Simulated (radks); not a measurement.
Results of a calculation; reference values are marked as such.
Ar V, configuration [He] 2s2 2p5.5 3s2 3p2 4s0.5 (fractional occupations, a model configuration). Level of theory: Dirac Kohn-Sham, XLYP, spin-unpolarised, spherical densities, point nucleus; open shells fill j = l - 1/2 first (a radial shooting solver on a logarithmic mesh with Libxc functionals). Some entries of the table are withheld. Estimate them.

orbital,occ.,eigenvalue (eV),<r> (bohr),<r^2> (bohr^2)
1s1/2,2,-3220.739,0.08568,(1)
2s1/2,2,-383.0780,0.4087,0.1979
2p1/2,2,-319.3498,(2),(3)
2p3/2,3.5,-317.0217,(4),(5)
3s1/2,2,-87.3652,1.216,1.689
3p1/2,2,-71.1719,1.279,1.894
3p3/2,0,-70.8637,1.284,1.908
4s1/2,0.5,-33.5157,2.757,8.538

Answer. 
(1) 1s1/2 <r^2> (bohr^2): 0.009874
(2) 2p1/2 <r> (bohr): 0.3677
(3) 2p1/2 <r^2> (bohr^2): 0.1675
(4) 2p3/2 <r> (bohr): 0.3700
(5) 2p3/2 <r^2> (bohr^2): 0.1695
